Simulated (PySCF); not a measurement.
PySCF input (BP86/6-31G* (5d)):

```python
from pyscf import gto, dft

mol = gto.M(
    atom='''
    Si   -1.17798600    0.01946700    0.00247800
    C     0.51917000    0.72496300    0.00106400
    C     0.49492200   -0.74172200   -0.00319700
    C     1.73454100   -0.02866500   -0.00364800
    ''',
    basis='6-31g*',
    charge=0,
    spin=0,
    verbose=4,
)

mf = dft.RKS(mol, xc='bp86')
mf.grids.level = 3
mf.conv_tol = 1e-9
mf.max_cycle = 100
mf.max_memory = 1500
mf.kernel()
if not mf.converged:
    mf = mf.newton()
    mf.kernel(mf.make_rdm1())
mf.dip_moment()
```

From the output:

```
diis_space = 8
diis_damp = 0
SCF conv_tol = 1e-09
SCF conv_tol_grad = None
SCF max_cycles = 100
direct_scf = True
direct_scf_tol = 1e-13
XC library pyscf.dft.libxc version 7.1.2
    S. Lehtola, C. Steigemann, M. J. T. Oliveira, and M. A. L. Marques,  SoftwareX 7, 1–5 (2018)
XC functionals = bp86
    A. D. Becke,  Phys. Rev. A 38, 3098 (1988)
    J. P. Perdew,  Phys. Rev. B 33, 8822 (1986)
    J. P. Perdew,  Phys. Rev. B 34, 7406–7406 (1986)
radial grids:
    Treutler-Ahlrichs [JCP 102, 346 (1995); DOI:10.1063/1.469408] (M4) radial grids

becke partition: Becke, JCP 88, 2547 (1988); DOI:10.1063/1.454033
pruning grids: <function nwchem_prune>
grids dens level: 3
symmetrized grids: False
atomic radii adjust function: <function treutler_atomic_radii_adjust>
small_rho_cutoff = 0
Set gradient conv threshold to 3.16228e-05
Initial guess from minao.
tot grids = 61536
init E= -404.132729441553
  HOMO = -0.257661160515227  LUMO = -0.16301898632645  gap/eV = 2.57534
cycle= 1 E= -403.515159033729  delta_E= 0.618  |g|= 0.338  |ddm|= 2.47
  HOMO = -0.185401554040086  LUMO = -0.120580168408556  gap/eV = 1.76388
cycle= 2 E= -402.400726140618  delta_E= 1.11  |g|= 1.52  |ddm|= 2.54
  HOMO = -0.198698461523066  LUMO = -0.166298752791837  gap/eV = 0.88164
cycle= 3 E= -403.552583784058  delta_E= -1.15  |g|= 0.17  |ddm|= 2.41
  HOMO = -0.196093302773691  LUMO = -0.172957320748479  gap/eV = 0.62956
cycle= 4 E= -403.556149150094  delta_E= -0.00357  |g|= 0.13  |ddm|= 0.286
  HOMO = -0.196112775033175  LUMO = -0.175105783940031  gap/eV = 0.57163
cycle= 5 E= -403.560819058672  delta_E= -0.00467  |g|= 0.0122  |ddm|= 0.128
  HOMO = -0.197190408801202  LUMO = -0.173451138921803  gap/eV = 0.64598
cycle= 6 E= -403.560887419427  delta_E= -6.84e-05  |g|= 0.00158  |ddm|= 0.0287
  HOMO = -0.197414199293338  LUMO = -0.173579309425171  gap/eV = 0.64858
cycle= 7 E= -403.560888178082  delta_E= -7.59e-07  |g|= 0.000367  |ddm|= 0.00284
  HOMO = -0.197369832801131  LUMO = -0.173550139109619  gap/eV = 0.64817
cycle= 8 E= -403.560888260916  delta_E= -8.28e-08  |g|= 7.18e-05  |ddm|= 0.000567
  HOMO = -0.197369625225915  LUMO = -0.173554991781504  gap/eV = 0.64803
cycle= 9 E= -403.560888262681  delta_E= -1.77e-09  |g|= 1.11e-05  |ddm|= 0.000123
  HOMO = -0.197368786735607  LUMO = -0.173554235649241  gap/eV = 0.64803
cycle= 10 E= -403.560888262654  delta_E= 2.67e-11  |g|= 1.5e-05  |ddm|= 2.38e-05
  HOMO = -0.197368758084267  LUMO = -0.173554185479735  gap/eV = 0.64803
Extra cycle  E= -403.560888223463  delta_E= 3.92e-08  |g|= 4.82e-05  |ddm|= 5.66e-05
converged SCF energy = -403.560888223463
Dipole moment(X, Y, Z, Debye): -3.42719,  0.05702,  0.00721
```

The geometry given is a B3LYP-D3(BJ)/def2-TZVP minimum.
